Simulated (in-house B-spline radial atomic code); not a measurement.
Inner-shell binding energies (edges) and X-ray emission energies of free atoms and ions, as differences of relaxed hole-state energies with first-order Breit, QED and recoil terms, without correlation or multiplet splittings, in NIST's listed ground configurations. For neutral atoms such line energies lie within some 1 to 5 eV of tabulated X-ray lines (up to 20 eV for the heaviest). K = 1s, L1 = 2s, M5 = 3d5/2. A dash marks a subshell that is part filled or wasn't run, or a line left out. Computed with an all-electron radial atomic-structure program (B-spline basis): Dirac-Hartree-Fock, average of the configuration, finite nuclei.

```
 ion      configuration  K edge (eV)  L1 edge (eV)  M5 edge (eV)
  Ge  [Ar] 3d10 4s2 4p2      11111.8       1426.32        36.159
 As+  [Ar] 3d10 4s2 4p2            ?             ?             ?
Se2+  [Ar] 3d10 4s2 4p2      12690.2       1692.91        86.718
Br3+  [Ar] 3d10 4s2 4p2            ?             ?             ?
Kr4+  [Ar] 3d10 4s2 4p2      14388.7       1992.09        151.97
Rb5+  [Ar] 3d10 4s2 4p2        15283       2153.57        189.68
Sr6+  [Ar] 3d10 4s2 4p2      16207.5       2322.94        230.66
```

Problem. Fill in the row of As+.

Solution. K edge (eV): 11886; L1 edge (eV): 1555.42; M5 edge (eV): 59.461.

Problem. Fill in the row of Br3+.

Solution. K edge (eV): 13524.5; L1 edge (eV): 1838.51; M5 edge (eV): 117.61.
